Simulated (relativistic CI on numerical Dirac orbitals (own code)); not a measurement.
**Cr²⁺ in a cubic cluster: 2p photoemission with charge transfer**

Computed with a charge-transfer multiplet model of a cubic metal-ligand cluster with up to one ligand hole, Slater and spin-orbit integrals from Dirac-Coulomb-Breit ions, Slater integrals scaled by 0.8. The ground state mixes d4 with configurations of k ligand holes L, whose averages lie at kΔ + k(k − 1)U_dd/2; a core hole lowers each added d electron by U_cd. 20 K, Lorentzian 0.6 eV and Gaussian 0.8 eV FWHM.

Atomic integrals in eV (Slater integrals scaled, ζ unscaled), ground: F2dd 7.675, F4dd 4.768, zeta_d 0.027; with the core hole: F2dd 9.222, F4dd 5.777, zeta_d 0.047, zeta_core 5.620, F2cd 5.250, G1cd 3.901, G3cd 2.215.

Cluster parameters (eV): U_dd = 6.7, U_cd = 7.7, 10Dq = 0.9, 10Dq(ligand) = 0.5, V(eg) = 2, V(t2g) = -1.08, final-state hopping factor = 1.

| Case | n_d | d4 | d5L | S |
| --- | --- | --- | --- | --- |
| Δ = 4.9 eV | 4.24 | 0.76 | 0.24 | 2.00 |
| Δ = 6.9 eV | 4.17 | 0.83 | 0.17 | 2.00 |
| Δ = 7.9 eV | 4.14 | 0.86 | 0.14 | 2.00 |

Weights, n_d and S are thermal averages at 20 K. Binding energies count from the first peak over 30 % of the highest in each spectrum, which can be another peak from case to case. The parameters are a model scan and need not match a compound or its usual spin state. Peaks in eV (height, largest 100):
- Δ = 4.9 eV: 0.0 (100), 1.0 (88), 3.4 (47), 4.9 (43), 10.8 (80), 13.0 (26), 19.7 (14)
- Δ = 6.9 eV: 0.0 (100), 0.9 (85), 3.5 (40), 5.0 (36), 10.6 (70), 12.9 (19), 19.2 (9)
- Δ = 7.9 eV: 0.0 (100), 3.6 (35), 4.9 (32), 10.5 (67), 19.1 (7)

For the case Δ = 4.9 eV, Δ = 4.9 eV is smaller than U_dd = 6.7 eV, the charge-transfer side of the Zaanen-Sawatzky-Allen scheme. With the core hole the configuration with one ligand hole lies at Δ − U_cd = -2.8, -0.8, 0.2 eV from the one without, in the order of the table; where this is negative the screened configuration lies lower, though the effective hopping of about 3.8 eV (from the holes of the mixed ground state) mixes the two strongly wherever it is as large as the gap.

With at most 1 ligand hole the space is cut while the next configuration still counts, so covalency is underestimated, and a final configuration with one more ligand hole, which can lie low, is missing from the spectra.
